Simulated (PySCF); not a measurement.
PySCF input for F3HOZr, SMILES [OH][Zr]([F])([F])[F], multiplicity 1, TDA-PBE0/def2-SVPD. Geometry: B3LYP-D3(BJ)/def2-SVP. The multiplicity is an assumed one; no other spin state was optimised. The structure was generated by enumeration; whether it is a known compound was not checked. The def2 effective core potentials stand for the cores of Zr; spin–orbit coupling is left out. Other conformers were not sampled.

```python
import numpy as np
from pyscf import gto, scf, dft, tdscf

mol = gto.M(
    atom='''
    Zr   -0.00000000    0.00000000    0.00790491
    F    -1.55873205   -0.89993437    0.65774329
    F     0.00000001    1.79986873    0.65774332
    F     1.55873204   -0.89993438    0.65774330
    O     0.00000001    0.00000001   -1.90175213
    H    -0.00000000    0.00000001   -2.86124867
    ''',
    basis='def2-SVPD',
    ecp={'Zr': 'def2-svp'},
    charge=0,
    spin=0,
    symmetry=True,
    max_memory=1600,
    verbose=4,
)
mf = dft.RKS(mol, xc='pbe0').density_fit(auxbasis='def2-universal-jkfit')
mf.grids.level = 3
mf.conv_tol = 1e-9
mf.max_cycle = 100
mf.kernel()
mf.grids = dft.Grids(mol).set(level=1).build(with_non0tab=True)  # coarser grid for the response kernel
td = tdscf.TDA(mf)
td.singlet = True
td.nstates = 10
td.conv_tol = 1e-4
td.positive_eig_threshold = 1e-6
td.kernel(x0=td.get_init_guess(mf, 15))
td.analyze()
tt = tdscf.TDA(mf)
tt.singlet = False
tt.nstates = 4
tt.conv_tol = 1e-4
tt.positive_eig_threshold = 1e-6
tt.kernel(x0=tt.get_init_guess(mf, 9))
tt.analyze(verbose=3)
```

Output:

```
PySCF version 2.14.0

[INPUT] verbose = 4
[INPUT] num. atoms = 6
[INPUT] num. electrons = 48
[INPUT] charge = 0
[INPUT] spin (= nelec alpha-beta = 2S) = 0
[INPUT] symmetry True subgroup None
[INPUT] Mole.unit = angstrom
[INPUT] Symbol           X                Y                Z      unit          X                Y                Z       unit  Magmom
[INPUT]  1 Zr     0.000000000000   0.000000000000   0.007904910000 AA    0.000000000000   0.000000000000   0.014938114939 Bohr   0.0
[INPUT]  2 F     -1.558732050000  -0.899934370000   0.657743290000 AA   -2.945576676082  -1.700629489383   1.242954678370 Bohr   0.0
[INPUT]  3 F      0.000000010000   1.799868730000   0.657743320000 AA    0.000000018897   3.401258959869   1.242954735062 Bohr   0.0
[INPUT]  4 F      1.558732040000  -0.899934380000   0.657743300000 AA    2.945576657185  -1.700629508280   1.242954697268 Bohr   0.0
[INPUT]  5 O      0.000000010000   0.000000010000  -1.901752130000 AA    0.000000018897   0.000000018897  -3.593790682508 Bohr   0.0
[INPUT]  6 H      0.000000000000   0.000000010000  -2.861248670000 AA    0.000000000000   0.000000018897  -5.406976360576 Bohr   0.0

nuclear repulsion = 204.21867030072
point group symmetry = C3v, use subgroup Cs
symmetry origin: [ 1.98918544e-09 -2.23783359e-09 -2.98377803e-09]
symmetry axis x: [-6.81480469e-09  1.00000000e+00 -2.08733239e-08]
symmetry axis y: [-2.33820458e-09  2.08733238e-08  1.00000000e+00]
symmetry axis z: [1.00000000e+00 6.81480473e-09 2.33820443e-09]
num. orbitals of irrep A' = 84
num. orbitals of irrep A" = 50
number of shells = 52
number of NR pGTOs = 202
number of NR cGTOs = 134
basis = def2-SVPD
ecp = {'Zr': 'def2-svp'}


[settings echo left out]
init E= -415.616282079014
HOMO (A") = -0.6636040962031  LUMO (A') = -0.411125840160185  gap/eV = 6.87028
cycle= 1 E= -421.906158988472  delta_E= -6.29  |g|= 0.958  |ddm|= 4.34
HOMO (A") = -0.249400842001068  LUMO (A') = -0.00471133763718612  gap/eV = 6.65834
cycle= 2 E= -421.870974815542  delta_E= 0.0352  |g|= 1.13  |ddm|= 1.59
HOMO (A") = -0.400232397997294  LUMO (A') = -0.0223454714953645  gap/eV = 10.28283
cycle= 3 E= -422.07759933574  delta_E= -0.207  |g|= 0.259  |ddm|= 0.728
HOMO (A") = -0.382490952799009  LUMO (A') = -0.0372250585819078  gap/eV = 9.39516
cycle= 4 E= -422.092401450077  delta_E= -0.0148  |g|= 0.016  |ddm|= 0.251
HOMO (A") = -0.381897367726244  LUMO (A') = -0.0344260808103526  gap/eV = 9.45518
cycle= 5 E= -422.092458543815  delta_E= -5.71e-05  |g|= 0.0039  |ddm|= 0.0209
HOMO (A") = -0.381650272181551  LUMO (A') = -0.0342243601958892  gap/eV = 9.45394
cycle= 6 E= -422.092460409574  delta_E= -1.87e-06  |g|= 0.00236  |ddm|= 0.00517
HOMO (A") = -0.381999494221158  LUMO (A') = -0.0343350084396226  gap/eV = 9.46043
cycle= 7 E= -422.092461348492  delta_E= -9.39e-07  |g|= 0.00069  |ddm|= 0.00181
HOMO (A") = -0.381958173898916  LUMO (A') = -0.03435422492483  gap/eV = 9.45879
cycle= 8 E= -422.092461435302  delta_E= -8.68e-08  |g|= 6.83e-05  |ddm|= 0.000605
HOMO (A") = -0.381971011929818  LUMO (A') = -0.0343666379286536  gap/eV = 9.45880
cycle= 9 E= -422.092461436283  delta_E= -9.82e-10  |g|= 8.49e-06  |ddm|= 9.08e-05
HOMO (A") = -0.381966769010549  LUMO (A') = -0.0343646038277621  gap/eV = 9.45874
Extra cycle  E= -422.092461436261  delta_E= 2.23e-11  |g|= 1.45e-05  |ddm|= 1.75e-05
converged SCF energy = -422.092461436261
tot grids = 31760
Overwritten attributes  positive_eig_threshold  of <class 'pyscf.tdscf.rks.TDA'>


******** <class 'pyscf.tdscf.rks.TDA'> for <class 'pyscf.df.df_jk.DFSymAdaptedRKS'> ********
nstates = 10 singlet
deg_eia_thresh = 1.000e-03
wfnsym = None
conv_tol = 0.0001
eigh lindep = 1e-12
eigh level_shift = 0
eigh max_cycle = 100


Excitation energies (eV)
[7.5787389  7.68203866 7.68205995 8.24347839 8.374404   8.37443314
 8.48423777 8.48426409 8.79011632 8.87782451]

** Singlet excitation energies and oscillator strengths **
Excited State   1:   A"      7.57874 eV    163.59 nm  f=0.0000
      23 -> 26       -0.49385
      24 -> 25        0.49400
Excited State   2:   A"      7.68204 eV    161.39 nm  f=0.0023
      23 -> 26       -0.49511
      24 -> 25       -0.49496
Excited State   3:   A'      7.68206 eV    161.39 nm  f=0.0023
      23 -> 25        0.49504
      24 -> 26       -0.49504
Excited State   4:   A'      8.24348 eV    150.40 nm  f=0.0531
      23 -> 25       -0.42959
      23 -> 30       -0.24700
      24 -> 26       -0.42957
      24 -> 29        0.24702
Excited State   5:   A'      8.37440 eV    148.05 nm  f=0.0324
      23 -> 27        0.67761
      23 -> 28       -0.14123
      23 -> 31        0.12444
Excited State   6:   A"      8.37443 eV    148.05 nm  f=0.0324
      24 -> 27       -0.67756
      24 -> 28        0.14150
      24 -> 31       -0.12446
Excited State   7:   A'      8.48424 eV    146.13 nm  f=0.0113
      23 -> 27        0.14589
      23 -> 28        0.68583
Excited State   8:   A"      8.48426 eV    146.13 nm  f=0.0113
      24 -> 27       -0.14616
      24 -> 28       -0.68578
Excited State   9:   A"      8.79012 eV    141.05 nm  f=0.0000
      23 -> 29       -0.48731
      24 -> 30       -0.48664
Excited State  10:   A"      8.87782 eV    139.66 nm  f=0.0036
      20 -> 25       -0.12772
      21 -> 26        0.12800
      23 -> 29        0.46931
      24 -> 30       -0.46999

** Transition electric dipole moments (AU) **
state          X           Y           Z        Dip. S.      Osc.
  1        -0.0000      0.0000     -0.0000      0.0000      0.0000
  2        -0.1106     -0.0000      0.0000      0.0122      0.0023
  3         0.0000     -0.1107     -0.0000      0.0123      0.0023
  4        -0.0000      0.0000      0.5127      0.2629      0.0531
  5         0.0000     -0.3976     -0.0000      0.1581      0.0324
  6         0.3975     -0.0000      0.0000      0.1580      0.0324
  7        -0.0000     -0.2334     -0.0001      0.0545      0.0113
  8         0.2335     -0.0000     -0.0000      0.0545      0.0113
  9         0.0001      0.0000     -0.0000      0.0000      0.0000
 10        -0.1278     -0.0000      0.0000      0.0163      0.0036

WARN: ECP detected. Skipping calculation of transition velocity and magnetic dipole moments, which have not yet been implemented.



******** <class 'pyscf.tdscf.rks.TDA'> for <class 'pyscf.df.df_jk.DFSymAdaptedRKS'> ********
nstates = 4 triplet
deg_eia_thresh = 1.000e-03
wfnsym = None
conv_tol = 0.0001
eigh lindep = 1e-12
eigh level_shift = 0
eigh max_cycle = 100


Excitation energies (eV)
[7.13832081 7.33643623 7.33690765 7.56390498]

** Triplet excitation energies and oscillator strengths **
Excited State   1:   A'      7.13832 eV    173.69 nm  f=0.0000
Excited State   2:   A'      7.33644 eV    169.00 nm  f=0.0000
Excited State   3:   A"      7.33691 eV    168.99 nm  f=0.0000
Excited State   4:   A"      7.56390 eV    163.92 nm  f=0.0000
```

The run converged.

Cost: around 90 core-seconds (rough).
